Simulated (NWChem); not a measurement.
The numbers come from NWChem runs, not from measurements. System: H5AlO, charge 0, spin multiplicity 1, at a geometry optimised with B3LYP/def2-SVP. The structure started from a generated list of species. Level: TPSS/def2-TZVP.

Input file:

```
start mol
memory heap 200 mb stack 800 mb global 1000 mb
geometry units angstroms nocenter noautoz noautosym
  Al    -0.710672     0.334658    -0.101219
  H     -1.248512     0.658454     1.362234
  H     -0.154245     1.549476    -0.985680
  H     -1.333421    -0.924286    -0.872523
  O      1.114784    -0.521462     0.249318
  H      1.864255    -0.027466    -0.116959
  H      1.192384    -1.435028    -0.065774
end
basis spherical
  * library def2-tzvp
end
dft
  xc xtpss03 ctpss03
  semidirect memsize 60000000 filesize 0
  iterations 100
  grid fine
end
task dft energy
```

Part of the output:

```
             Northwest Computational Chemistry Package (NWChem) 7.3.0
             --------------------------------------------------------

                                NWChem Input Module
                                -------------------

 Scaling coordinates for geometry "geometry" by  1.889725989
 (inverse scale =  0.529177249)

                             Geometry "geometry" -> ""
                             -------------------------

 Output coordinates in angstroms (scale by  1.889725989 to convert to a.u.)

  No.       Tag          Charge          X              Y              Z
 ---- ---------------- ---------- -------------- -------------- --------------
    1 Al                  13.0000    -0.71067200     0.33465800    -0.10121900
    2 H                    1.0000    -1.24851200     0.65845400     1.36223400
    3 H                    1.0000    -0.15424500     1.54947600    -0.98568000
    4 H                    1.0000    -1.33342100    -0.92428600    -0.87252300
    5 O                    8.0000     1.11478400    -0.52146200     0.24931800
    6 H                    1.0000     1.86425500    -0.02746600    -0.11695900
    7 H                    1.0000     1.19238400    -1.43502800    -0.06577400

 Effective nuclear repulsion energy (a.u.)      60.3315431800

            Nuclear Dipole moment (a.u.)
            ----------------------------
        X                 Y               Z
 ---------------- ---------------- ----------------
    -0.0000056692     0.0000151178    -0.0000094486


 Summary of "ao basis" -> "" (spherical)
 ------------------------------------------------------------------------------
       Tag                 Description            Shells   Functions and Types
 ---------------- ------------------------------  ------  ---------------------
 *                         def2-tzvp                  on all atoms

                                 NWChem DFT Module
                                 -----------------

 Summary of "ao basis" -> "ao basis" (spherical)
 ------------------------------------------------------------------------------
[...]
 Vector   13  Occ=2.000000D+00  E=-2.396552D-01
              MO Center= -9.5D-01,  4.9D-01,  4.2D-01, r^2= 2.7D+00
   Bfn.  Coefficient  Atom+Function         Bfn.  Coefficient  Atom+Function
  ----- ------------  ---------------      ----- ------------  ---------------
    17      0.283316  1 Al pz                39      0.277915  2 H  s
    40      0.200798  2 H  s                 38      0.155565  2 H  s
    45     -0.143723  3 H  s                 51     -0.139832  4 H  s
    46     -0.112810  3 H  s                 20      0.111694  1 Al pz
    52     -0.109755  4 H  s                  8     -0.084982  1 Al pz

 Vector   14  Occ=0.000000D+00  E=-5.111813D-02
              MO Center=  1.0D+00, -4.9D-01, -1.5D-01, r^2= 4.9D+00
   Bfn.  Coefficient  Atom+Function         Bfn.  Coefficient  Atom+Function
  ----- ------------  ---------------      ----- ------------  ---------------
    60      0.953437  5 O  s                 89     -0.644221  6 H  s
    95     -0.643543  7 H  s                 18     -0.299700  1 Al px
    58      0.197376  5 O  s                 15     -0.176803  1 Al px
    88     -0.156496  6 H  s                 94     -0.156513  7 H  s
    69     -0.138999  5 O  pz                19      0.137305  1 Al py

 Vector   15  Occ=0.000000D+00  E= 2.340838D-02
              MO Center= -7.3D-01,  3.4D-01, -2.7D-01, r^2= 6.6D+00
   Bfn.  Coefficient  Atom+Function         Bfn.  Coefficient  Atom+Function
  ----- ------------  ---------------      ----- ------------  ---------------
    18      0.919072  1 Al px                89     -0.755385  6 H  s
    95     -0.749930  7 H  s                 19     -0.426608  1 Al py
    60      0.427525  5 O  s                 46      0.294000  3 H  s
    52      0.293266  4 H  s                 20      0.271926  1 Al pz
    67      0.266420  5 O  px                15      0.245388  1 Al px

 Vector   16  Occ=0.000000D+00  E= 3.239998D-02
              MO Center=  1.6D+00, -7.9D-01, -2.1D-01, r^2= 3.6D+00
   Bfn.  Coefficient  Atom+Function         Bfn.  Coefficient  Atom+Function
  ----- ------------  ---------------      ----- ------------  ---------------
    89      1.437652  6 H  s                 95     -1.438760  7 H  s
    68     -0.636055  5 O  py                67     -0.303721  5 O  px
    62     -0.246764  5 O  py                88      0.193120  6 H  s
    94     -0.192435  7 H  s                 65     -0.158846  5 O  py
    61     -0.117367  5 O  px                16     -0.107789  1 Al py

 center of mass
 --------------
 x =  -0.04019035 y =   0.02001676 z =   0.02254191

 moments of inertia (a.u.)
 ------------------
          64.487017961944          61.807127861720         -20.396213149414
          61.807127861720         166.783124694466           9.726312183910
         -20.396213149414           9.726312183910         196.283667452812

     Multipole analysis of the density
     ---------------------------------

     L   x y z        total         alpha         beta         nuclear
     -   - - -        -----         -----         ----         -------
     0   0 0 0     -0.000000    -13.000000    -13.000000     26.000000

     1   1 0 0      1.682200      0.841103      0.841103     -0.000006
     1   0 1 0     -0.806451     -0.403233     -0.403233      0.000015
     1   0 0 1     -0.162246     -0.081118     -0.081118     -0.000009

     2   2 0 0    -12.718624    -50.578854    -50.578854     88.439084
     2   1 1 0     -2.304118     15.512829     15.512829    -33.329776
     2   1 0 1     -0.435993     -4.640516     -4.640516      8.845038
     2   0 2 0    -16.441964    -24.969507    -24.969507     33.497049
     2   0 1 1      0.135084      2.222137      2.222137     -4.309189
     2   0 0 2    -19.619497    -17.375071    -17.375071     15.130646

 Task  times  cpu:       11.2s     wall:       11.2s

 Total times  cpu:       11.2s     wall:       11.2s
```
